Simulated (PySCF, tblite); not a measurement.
Species: C6H12FP.
SMILES with atom numbers: `[CH3:1][C@@H:2]1[CH2:3][PH:4][CH2:5][CH2:6][C@H:7]1[F:8]` (hydrogens: H9, H10, H11 on C1; H12 on C2; H13, H14 on C3; H15 on P4; H16, H17 on C5; H18, H19 on C6; H20 on C7)

Jobs on this species (20 atoms, 72 electrons) with PySCF (density fitting) and tblite. Hardware of each: one thread of an Arm Neoverse V2 (shared host). The host was shared with other jobs, so the times are rough.

```csv
level and settings,work,basis functions,SCF cycles,wall time
PBE0/pcSseg-1,"shieldings, ring-centre shieldings, charges and field gradients",203,?,?
"delta-SCF UKS SCAN, pcX-2 on the ionised atom, pcseg-1 elsewhere, spin-free X2C","ΔSCF core ionisation, 9 holes",218,147,2.5 min
"PBE0-D3(BJ)/def2-SVP, grid level 1",geometry optimisation from a GFN2-xTB start shaken at random,176,26,55 s
GFN2-xTB,Hessian by finite differences,–,–,0.59 s
"wB97X-D/def2-SVPD, IEF-PCM benzene","6 singlets by full TDDFT, polarisability",263,13,61 s
HF/pcSseg-1,"shieldings, ring-centre shieldings",203,10,15 s
"PBE0/pcSseg-1, IEF-PCM chloroform","shieldings, ring-centre shieldings",203,12,29 s
wB97X-D/def2-SVPD,"10 singlets by full TDDFT, 4 Tamm–Dancoff triplets, polarisability, dynamic polarisability, ΔSCF ions",263,12,2.4 min
"PBE0/pcSseg-1, IEF-PCM benzene","shieldings, ring-centre shieldings, charges and field gradients",203,12,31 s
```

Fill in the missing figures.

- PBE0/pcSseg-1; shieldings, ring-centre shieldings, charges and field gradients: 30 s, 13 SCF cycles

What do all jobs in the table cost together?

About 8.6 min; the longest takes about 29 % of that, and about 250 times as long as the shortest.
